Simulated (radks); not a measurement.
Results of a calculation; reference values are marked as such.
Trend from Sc3+ to Zn3+: ionisation energy by Delta-SCF between NIST ground configurations, and size. Level of theory: scalar-relativistic Kohn-Sham, LDA (Slater exchange, Perdew-Wang correlation), spin-polarised, spherical densities, point nucleus; open shells are filled with parallel spins first (a radial shooting solver on a logarithmic mesh with Libxc functionals).

[
 {"species": "Sc3+", "configuration": "[Ar]", "IE (eV)": "73.574", "NIST (eV)": "73.489", "kind": "exp.", "-e(HOMO) (eV)": "64.637 (3p)", "outermost": "3p", "<r> outermost (bohr)": "1.13", "r at 0.001 e/bohr^3 (bohr)": "2.73"},
 {"species": "Ti3+", "configuration": "[Ar] 3d1", "IE (eV)": "43.789", "NIST (eV)": "43.267", "kind": "exp.", "-e(HOMO) (eV)": "35.393 (3d)", "outermost": "3d", "<r> outermost (bohr)": "1.25", "r at 0.001 e/bohr^3 (bohr)": "2.77"},
 {"species": "V3+", "configuration": "[Ar] 3d2", "IE (eV)": "46.852", "NIST (eV)": "46.709", "kind": "exp.", "-e(HOMO) (eV)": "38.071 (3d)", "outermost": "3d", "<r> outermost (bohr)": "1.17", "r at 0.001 e/bohr^3 (bohr)": "2.78"},
 {"species": "Cr3+", "configuration": "[Ar] 3d3", "IE (eV)": "49.766", "NIST (eV)": "49.16", "kind": "semi-emp.", "-e(HOMO) (eV)": "40.610 (3d)", "outermost": "3d", "<r> outermost (bohr)": "1.10", "r at 0.001 e/bohr^3 (bohr)": "2.77"},
 {"species": "Mn3+", "configuration": "[Ar] 3d4", "IE (eV)": "52.558", "NIST (eV)": "51.2", "kind": "semi-emp.", "-e(HOMO) (eV)": "43.037 (3d)", "outermost": "3d", "<r> outermost (bohr)": "1.03", "r at 0.001 e/bohr^3 (bohr)": "2.74"},
 {"species": "Fe3+", "configuration": "[Ar] 3d5", "IE (eV)": "55.249", "NIST (eV)": "54.91", "kind": "exp.", "-e(HOMO) (eV)": "45.371 (3d)", "outermost": "3d", "<r> outermost (bohr)": "0.976", "r at 0.001 e/bohr^3 (bohr)": "2.71"},
 {"species": "Co3+", "configuration": "[Ar] 3d6", "IE (eV)": "52.451", "NIST (eV)": "51.3", "kind": "semi-emp.", "-e(HOMO) (eV)": "42.847 (3d)", "outermost": "3d", "<r> outermost (bohr)": "0.958", "r at 0.001 e/bohr^3 (bohr)": "2.69"},
 {"species": "Ni3+", "configuration": "[Ar] 3d7", "IE (eV)": "55.496", "NIST (eV)": "54.9", "kind": "semi-emp.", "-e(HOMO) (eV)": "45.502 (3d)", "outermost": "3d", "<r> outermost (bohr)": "0.908", "r at 0.001 e/bohr^3 (bohr)": "2.67"},
 {"species": "Cu3+", "configuration": "[Ar] 3d8", "IE (eV)": "58.408", "NIST (eV)": "57.38", "kind": "semi-emp.", "-e(HOMO) (eV)": "48.041 (3d)", "outermost": "3d", "<r> outermost (bohr)": "0.863", "r at 0.001 e/bohr^3 (bohr)": "2.64"},
 {"species": "Zn3+", "configuration": "[Ar] 3d9", "IE (eV)": "61.210", "NIST (eV)": "59.57", "kind": "exp.", "-e(HOMO) (eV)": "50.486 (3d)", "outermost": "3d", "<r> outermost (bohr)": "0.823", "r at 0.001 e/bohr^3 (bohr)": "2.61"}
]

Reference values: NIST Atomic Spectra Database (exp. = measured, semi-emp. = semi-empirical, theory = theoretical value adopted there). Open shells are spherical and high-spin; term and fine-structure splittings are not resolved.
